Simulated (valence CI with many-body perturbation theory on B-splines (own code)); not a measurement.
# Basis-set convergence for Mo19+

Computed by valence CI with perturbative core correlation (CI+MBPT): five valence electrons over a frozen Dirac-Fock core [Ar], radial functions for each j: 7 s, 7 p, 8 d, 6 f, 4 g, 1 h, with the one-electron correlation potential Σ1, the two-electron term Σ2, the three-electron term Σ3, Breit, model QED; selected CI, second order for the rest, scaled by the run's own slope (own B-spline code, finite nucleus).

No measured levels were compared; by estimate terms of the open shell hold to 2 to 4 % of their energy, and close levels can change places. Among the levels kept, up to 560 cm⁻¹ of a level comes from second order outside the variational space, and about a tenth of that is noise between levels of different J, which matters for small intervals. Only levels of the ground parity were solved; by the run's estimate the other parity begins above the list, which can be wrong where configurations are misplaced.

The reference run has the lowest level 3d⁵ ⁶S_5/2 and an ionisation energy of 828.974 eV. Its largest variational space holds 20440 state functions.

Names give the largest LS component (configuration and term), which can be under half, so a name can repeat, a term be missing and a line seem to break the LS rules; names also repeat where a configuration has a term twice. Letters in brackets count levels of one name in rising energy.

Changed runs:
A. basis 6 s, 6 p, 5 d, 5 f, 1 g
B. basis 5 s, 5 p, 4 d, 4 f

Excitation energies of the reference run in cm⁻¹, and shifts in cm⁻¹:

```
                 Level  Reference       A       B
        3d⁵ ⁴G_5/2 [a]      85530    +583   +1622
            3d⁵ ⁴G_7/2      96798    +472   +1523
           3d⁵ ⁴G_11/2      97984    +440   +1461
        3d⁵ ⁴G_5/2 [b]     100393    +494   +1464
            3d⁵ ⁴G_9/2     100886    +429   +1456
            3d⁵ ⁴P_3/2     101594    +551   +1549
            3d⁵ ⁴P_1/2     109803    +553   +1471
            3d⁵ ⁴D_7/2     120569    +481   +1812
            3d⁵ ⁴D_5/2     129577    +585   +1851
            3d⁵ ⁴D_1/2     132369    +473   +1702
            3d⁵ ⁴D_3/2     135904    +524   +1663
           3d⁵ ²I_11/2     140183    +640   +1964
Ionisation energy (eV)    828.974  -0.093  -0.103
```
